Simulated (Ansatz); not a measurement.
Basis-set extrapolation for `C[B]([AlH2])NP` (PBE0-D4/def2-TZVP geometry, frozen core, Ansatz). Multiplicity 1, RHF reference.

```csv
,def2-TZVPP,def2-QZVPP
HF,-704.392834,-704.415649
MP2 correlation,-0.722350,-0.772412
CCSD(T) correlation,-0.817712,not run
```

Energies in hartree. Use E(X) = E(∞) + A·exp(−7.88·√X) for Hartree–Fock and E(X) = E(∞) + B·X^(−2.97) for correlation, with X = 3 and 4, and add CCSD(T) minus MP2 of the smaller set to the MP2 limit.

What is the CCSD(T) energy at the basis-set limit?

HF limit: -704.415649 + (-0.022815) × 0.13774 = -704.41879. MP2 limit: -0.772412 + (-0.050062) × 0.74074 = -0.80949. Higher-order term: -0.817712 − (-0.722350) = -0.09536. Total: -705.32364 hartree, 296.9 kJ/mol below CCSD(T)/def2-TZVPP.
